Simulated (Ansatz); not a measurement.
Correlation energies of C$_{2}$H$_{4}$BrNSi (`Br[SiH2]C1=CN1`) by basis set

Cartesian coordinates in Å:
```
Br -2.342 1.025 1.334
Si -0.309 1.339 0.492
C 0.305 -0.250 -0.136
C 1.043 -1.287 -0.282
N 0.023 -1.228 -1.312
H -0.435 2.320 -0.608
H 0.580 1.824 1.570
H 1.886 -1.907 -0.028
H -0.752 -1.836 -1.030
```

Total charge 0; spin multiplicity 1. Correlated methods include outer-core shells of Br, which these sets cover unevenly. Scalar relativity is left out up to krypton. Geometry: relaxed with PBE0-D4/def2-TZVP. It is one conformer, not always the lowest. Frozen core, restricted reference, Ansatz.

```tsv
basis	HF (Eh)	MP2 corr.	CCSD corr.	(T)	CCSD(T) total
def2-SVP	?	-0.74915	?	-0.02684	?
def2-TZVPP	?	-0.91111	-0.93965	-0.04269	?
def2-QZVPP	-2993.90974	?	–	–	–
```

**Question.** Fill in the withheld values. (Estimate.)

**Answer.** The calculation gave: def2-SVP HF (Eh): -2993.26947; def2-SVP CCSD corr.: -0.78348; def2-SVP CCSD(T) total: -2994.07979; def2-TZVPP HF (Eh): -2993.84537; def2-TZVPP CCSD(T) total: -2994.82771; def2-QZVPP MP2 corr.: -1.27327.
